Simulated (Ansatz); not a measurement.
The cluster Mg2Al2⁺. Charge 1, multiplicity 2. Geometry PBE0-D4/def2-TZVP, that of the neutral singlet; atoms count from 1.

| atom | x (Å) | y (Å) | z (Å) |
| --- | --- | --- | --- |
| Al1 | -0.727 | -1.371 | -0.506 |
| Al2 | -1.081 | 0.870 | 0.858 |
| Mg3 | 0.462 | 0.954 | -1.447 |
| Mg4 | 1.346 | -0.453 | 1.095 |

The structure comes from a short search, and lower isomers may exist.

**Question.** Estimate the Mulliken populations from the PBE0/def2-TZVP orbitals of Ansatz.

**Answer.** 
| atom | charge (e) | spin (α − β) |
| --- | --- | --- |
| Al1 | 0.18 | 0.51 |
| Al2 | 0.18 | 0.51 |
| Mg3 | 0.32 | -0.01 |
| Mg4 | 0.32 | -0.01 |
Mulliken values depend strongly on the basis.

**Question.** Where does the spin sit?

**Answer.** Summed by element: Al 1.02, Mg -0.02, of 1 unpaired in all. Largest on single atoms: Al1 0.51, Al2 0.51, Mg4 -0.01.

**Question.** And the Mayer bond orders between heavy atoms (over 0.3)?

**Answer.** Al1–Al2 0.77 (2.65 Å); Al1–Mg3 0.57 (2.78 Å); Al1–Mg4 0.57 (2.78 Å); Al2–Mg3 0.57 (2.77 Å); Al2–Mg4 0.57 (2.77 Å); Mg3–Mg4 0.53 (3.04 Å).
